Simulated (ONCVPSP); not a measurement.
**potassium (K), ONCV: configuration errors across variants**

```
Element                 : potassium
Generator               : ONCVPSP 4.0.1
Type                    : optimised norm-conserving Vanderbilt (ONCV)
Functional              : Wu-Cohen
Relativity              : scalar-relativistic
Frozen core             : [Ar]
Valence charge          : 1
Reference configuration : 3d1
Partial waves           : s scattering state at 0.09 Ha: rc 3.00 bohr, ncon 4, nbas 8, qcut 1.8 1/bohr, 2 projectors, debl 2 Ha; p scattering state at 0.41 Ha: rc 4.40 bohr, ncon 4, nbas 8, qcut 2 1/bohr, 1 projector; 3d: rc 4.00 bohr, ncon 4, nbas 9, qcut 2.4 1/bohr, 2 projectors, debl 2.7 Ha
Local potential         : polynomial inside 2.80 bohr (lpopt 5, dvloc0 2 Ha)
Core correction         : Teter function fitted to the true core (icmod 2), fcfact 0.5
```

In the s channel the program set the typed energies aside and used 0.050, 2.050 Ha. In the p channel the program set the typed energies aside and used 0.050 Ha.

All-electron excitation energies from the reference (eV): (1) 3d0 4s1 -2.366; (2) 3d0 4s0.5 -0.776; (3) 3d0 4p1 -0.888; (4) 3d0.5 4s0.5 -1.173.

Errors AE − PS in meV (a dash: test not solved or not reliable):

```
     change  (1)  (2)  (3)  (4)  bound ghosts  GHOST(+) flags above zero
       base  +89  +27  +23  +26          none                       none
s: qcut 1.1  +90  +27  +23  +26          none                          s
s: qcut 1.5  +89  +27  +23  +26          none                          s
s: qcut 1.7  +89  +27  +23  +26          none                       none
s: qcut 1.9  +89  +27  +23  +26          none                       none
  s: qcut 2  +89  +27  +23  +26          none                       none
s: qcut 2.3  +89  +27  +23  +26          none                          s
s: qcut 2.4  +88  +27  +23  +26          none                          s
s: qcut 2.7  +88  +26  +23  +25          none                          s
```

Q: Give the same row for: s: qcut 1.3.

A: +90, +27, +23, +26; bound ghosts: none; GHOST(+) flags above zero: s.
